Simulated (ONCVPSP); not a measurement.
**What the settings do to the ONCV potential of osmium (Os)**

Base potential:

Os, optimised norm-conserving Vanderbilt (ONCV), made with ONCVPSP 4.0.1 (PBE, scalar-relativistic). Core [Kr] 4d10 4f14, reference 5s2 5p6 5d6 6s2. Waves: 5s+6s: rc 1.80 bohr, ncon 5, nbas 8, qcut 8.3 1/bohr, 2 projectors; 5p: rc 1.60 bohr, ncon 5, nbas 9, qcut 10.6 1/bohr, 2 projectors, debl 1.4 Ha; 5d: rc 2.35 bohr, ncon 4, nbas 9, qcut 5.5 1/bohr, 2 projectors, debl 2 Ha. Local part: polynomial inside 1.15 bohr (lpopt 1, dvloc0 3 Ha). Core correction: none.

In the p channel the program set the typed energies aside and used -1.868, 0.250 Ha.

All-electron outer shells of the reference configuration (PBE, scalar-relativistic, ld1.x):

| shell | level (eV) | outermost node (bohr) | outermost maximum (bohr) |
| --- | --- | --- | --- |
| 5s | -91.55 | 0.51 | 0.91 |
| 4f | -51.98 | – | 0.40 |
| 5p | -50.84 | 0.55 | 1.03 |
| 5d | -6.25 | 0.60 | 1.36 |
| 6s | -6.15 | 1.20 | 2.48 |

Cutoffs, loose and tight: the cutoffs (Ha) at which the residual kinetic energy of the hardest occupied pseudo-wave falls to 1 and 0.1 mHa per electron. They do not see the model core or the augmentation charge, which bear on the density cutoff. Test errors are all-electron minus pseudo excitation energies from the reference, over the configurations 5s2 5p6 5d6 6s1; 5s2 5p6 5d6 6s0; 5s2 5p6 5d5 6s0; 5s2 5p6 5d6.5 6s1.5. A dash means not determined; rows that change the core or the reference have their own tests.

| change | outcome | cutoff, loose | cutoff, tight | bound ghosts | GHOST(+) flags above zero | largest test error (meV) |
| --- | --- | --- | --- | --- | --- | --- |
| base | generated, projector energies reset by the program | 37 Ha | 44 Ha | none | s | -11 |
| local potential polynomial inside 1.15 bohr (lpopt 1, dvloc0 7 Ha) | generated, projector energies reset by the program | 37 Ha | 44 Ha | none | none | -11 |
| functional PW91 | generated, projector energies reset by the program | 37 Ha | 44 Ha | none | s | -10 |

Q: What comes out with this change to the base: p: nbas 8?

A: outcome: generated, projector energies reset by the program; cutoff, loose: 38 Ha; cutoff, tight: 44 Ha; bound ghosts: none; GHOST(+) flags above zero: s; largest test error (meV): -11.
